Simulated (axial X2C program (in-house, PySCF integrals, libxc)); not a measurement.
Testing model relations on CrF⁺

A bond curve at the PBE0 level, two-component in a model world with the speed of light multiplied by 1.5, was computed with an axial X2C code built on PySCF integrals (basis Cr dyall-v3z [9s10p6d3f2g], F dyall-v3z [6s5p2d1f] (cores contracted in-house)) for the state Ω = 2 (⟨Sz⟩ = 2.00, ⟨Lz⟩ = 0.00 at PBE0). Its fit gives Re = 1.7121 Å, ωe = 799.1 cm⁻¹, ωexe = 3.74 cm⁻¹ and αe = 2.676e-03 cm⁻¹; the masses are 51.9405 and 18.9984 u. Two-component means X2C with spin–orbit coupling and atomic mean-field Coulomb and Gaunt terms.

(1) Find the reduced mass, Be and the force constant.

(2) Estimate De from a Morse curve and compare with the computed well depth of 3.634 eV to Cr+ + F.

(3) Estimate the centrifugal constant by the Kratzer relation.

(4) Where do the fundamental and the first overtone lie?

(5) A Morse curve ties αe to the other constants (Pekeris). How well does that hold?

One determinant describes the state; a PBE0 search over occupations chose it and may have missed a lower one. De is counted from the lowest determinant-based energies of the atoms at the same level, without counterpoise correction. Density functionals use the spin component along the axis (collinear). The 2c atoms are single determinants rather than J levels; their spin–orbit lowering is only partly caught, and De is too large by that part. This holds for PBE0. The functionals have no current-density term, which raises determinants with orbital currents, atoms included. With several unpaired electrons one determinant need not be a pure state. Open-shell Ω = 0 determinants with evenly filled partner blocks cannot be reached by this program, so the Ω shown need not be the lowest component.

Answers

(1) From the PBE0 values: μ = 13.9104 u. Be = 16.8576/(μ Re²) = 0.4134 cm⁻¹. k = 5.8918×10⁻⁷ μ ωe² = 5.23 mdyn/Å.

(2) De(Morse) = ωe²/(4ωexe) = 5.292 eV against 3.634 eV computed, a ratio of 1.46. The extrapolation overshoots: the well softens faster than a Morse curve, or the lowest atomic limit lies below the one to which the curve heads.

(3) D = 4Be³/ωe² = 4.43e-07 cm⁻¹.

(4) ν(1←0) = ωe − 2ωexe = 791.6 cm⁻¹; ν(2←0) = 2ωe − 6ωexe = 1575.8 cm⁻¹.

(5) αe(Morse) = 6Be²/ωe × (√(ωexe/Be) − 1) = 2.577e-03 cm⁻¹; the PBE0 curve gives 2.676e-03 cm⁻¹, a ratio of 0.96.
